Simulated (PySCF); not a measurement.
## Excitation energy of B⁺ by level of theory

B⁺ [He] 2s2 (1S) → B⁺ [He] 2p2 (3P), as a difference of total energies. Calculation: PySCF 2.14, in aug-cc-pVQZ; the non-relativistic Hamiltonian (point nucleus). Correlated levels: valence: 1s2 frozen. The calculations carry no spin-orbit coupling.

| method | excitation energy (cm⁻¹) | error (cm⁻¹) |
| --- | --- | --- |
| UHF | 88324 | -10603 |
| LDA | 80436 | -18491 |
| PBE | 80751 | -18175 |
| PBE0 | 84035 | -14891 |
| r2SCAN | 81612 | -17314 |
| B3LYP | 84379 | -14547 |
| wB97X-V | 88046 | -10881 |
| CAM-B3LYP | 86168 | -12758 |
| M06 | 83113 | -15814 |
| MP2 (valence) | 95108 | -3818 |
| SCS-MP2 (valence) | 97830 | -1097 |

Reference: 98926 cm⁻¹ (measured; NIST levels, between the centres of gravity of the two terms).

Errors of the correlated levels include the incompleteness of this basis and the frozen core.
